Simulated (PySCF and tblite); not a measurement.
Results of a calculation; reference values are marked as such.
System: C6H10GeO, numbered as in [CH3:1][O:2][C:3]1=[CH:4][C@H:5]([GeH3:6])[CH:7]=[CH:8]1.

The path came from a restrained scan, a climbing-image band and a saddle search at GFN2-xTB; energies are PBE0/pcSseg-1 + D3(BJ)//GFN2-xTB, thermal terms GFN2-xTB. Rates follow Eyring's equation with the number of equivalent paths and no tunnelling. Run with tblite and PySCF.

DFT energies on a tight-binding saddle of a bond shift can be off by several kcal/mol. Spin–orbit effects of heavy atoms on shieldings are missing.

How high is the barrier to the shift of Ge6 from C5 to C7, through which structure does it pass, and what rate follows at 298 K?

The electronic barrier is 14.6 kcal/mol and ΔG‡(298 K) 14.2 kcal/mol, over a C1 saddle with an imaginary mode of 304i cm⁻¹ (GFN2-xTB). With 1 equivalent path, k is 241 s⁻¹, a mean lifetime of the start of 4.1 ms against this motion. The end lies 3.0 kcal/mol above the start in free energy.
